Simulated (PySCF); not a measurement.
# Spin states of CaBe

Unrestricted PBE0; Ca pcseg-1, Be pcseg-1; no relativity (PySCF 2.14). Outer shells of the fragments: Ca 4s2; Be 2s2.

Followed along the bond (rough minima from three points):

```json
{"2Ms+1": "1", "unpaired": "none", "⟨S²⟩ at the start": "0.00", "R at minimum (Å)": "3.45", "Te (eV)": "0.00"}
{"2Ms+1": "3", "unpaired": "σ ↑, π ↑", "⟨S²⟩ at the start": "2.03", "R at minimum (Å)": "2.70", "Te (eV)": "0.61"}
{"2Ms+1": "3", "unpaired": "σ ↑↑", "⟨S²⟩ at the start": "2.01", "R at minimum (Å)": "2.94", "Te (eV)": "0.69"}
{"2Ms+1": "1", "unpaired": "σ ↑, π ↓", "⟨S²⟩ at the start": "1.04", "R at minimum (Å)": "2.70", "Te (eV)": "0.72"}
{"2Ms+1": "3", "unpaired": "π ↑↑", "⟨S²⟩ at the start": "2.07", "R at minimum (Å)": "none in the scan", "Te (eV)": "≤ 1.62"}
```

Solutions found at the starting distance of 2.550 Å, counted from the lowest of them; the search is not exhaustive and high or unbound solutions are not listed, so other states can lie among these:

| 2Ms+1 | unpaired | term | E (eV) | ⟨S²⟩ | ⟨Lz²⟩ | μ (D) |
| --- | --- | --- | --- | --- | --- | --- |
| 3 | σ ↑, π ↑ | ³Π | 0.00 | 2.03 | 1.00 | -2.76 |
| 1 | none | ¹Σ⁺ | 0.03 | 0.00 | 0.00 | -0.15 |
| 1 | σ ↑, π ↓ | mixed | 0.11 | 1.04 | 1.01 | -2.35 |
| 3 | σ ↑↑ | ³Σ⁺ | 0.31 | 2.01 | 0.00 | -3.37 |
| 3 | π ↑↑ | ³Σ⁻ | 1.05 | 2.07 | 0.00 | -7.47 |
| 1 | π ↑↓ | mixed | 1.26 | 1.01 | 2.01 | -8.10 |
| 1 | none | mixed | 1.81 | 0.00 | 2.00 | -8.13 |
| 3 | σ ↑, δ ↑ | ³Δ | 1.87 | 2.02 | 4.00 | -2.62 |
| 1 | σ ↑, δ ↓ | mixed | 2.03 | 0.99 | 2.08 | -2.47 |

A term symbol is given only where ⟨S²⟩ and ⟨Lz²⟩ are close to those of a pure state; real π, δ and φ orbitals otherwise mix terms. A positive dipole means Ca(−)Be(+).

**Question.** Compare the gap between the two lowest followed solutions at the starting distance with the gap between their minima.

**Answer.** At PBE0 the second solution (triplet, unpaired electrons σ ↑, π ↑) lies -0.03 eV from the first (singlet, closed shell) at 2.550 Å and +0.61 eV at the minima; the two curves relax by different amounts, since their minima lie near 2.70 and 3.45 Å.
